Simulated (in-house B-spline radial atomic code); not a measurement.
Neutral rubidium is squeezed into an impenetrable sphere of radius R (the orbitals vanish at R). No spin polarisation. Caution: exact exchange at fractional occupations of open shells leaves self-interaction of up to several eV. Computed with a radial B-spline atomic code at the basis-set limit: non-relativistic B3LYP, spherical fractional occupations, point nucleus.

Energies in eV above the free atom in [Kr] 5s1:

```
R (bohr)  highest level (eV)  [Kr] 5s1  [Ne] 3s2 3p5 3d10 4s2 4p6 5s1 5f1  [Ar] 3d10 4s1 4p6 4f1 5s1  -dE/dV in [Kr] 5s1 (GPa)
    7.84              -0.956    0.8161                              256.9                      42.89                     0.777
    6.39               0.839     2.264                              265.7                      47.13                      3.53
       5                5.87     6.961                              283.7                      57.04                      21.6
    4.54                9.49     10.78                              294.5                      63.59                        45
    3.52                28.1     34.73                              343.7                      97.06                       317
    3.13                44.2      59.7                              385.1                      127.9                       768
    2.49                99.4     166.5                              537.6                      249.2                      4050
    2.07                 182     364.1                              792.8                      460.2                     14600
    1.75                 305       715                               1221                      820.6                     45300
    1.39                 601      1727                               2400                       1825                    206000
```

Task: Does [Ne] 3s2 3p5 3d10 4s2 4p6 5s1 5f1 fall below [Kr] 5s1 under compression?

Result: No, it stays above over the whole range.

Task: Does [Ar] 3d10 4s1 4p6 4f1 5s1 fall below [Kr] 5s1 under compression?

Result: No, it stays above over the whole range.

The highest level is first positive in the row R = 6.39 bohr, pushed up by confinement above the zero of the free ion's potential. Each configuration is held fixed and needn't be the lowest in the sphere.
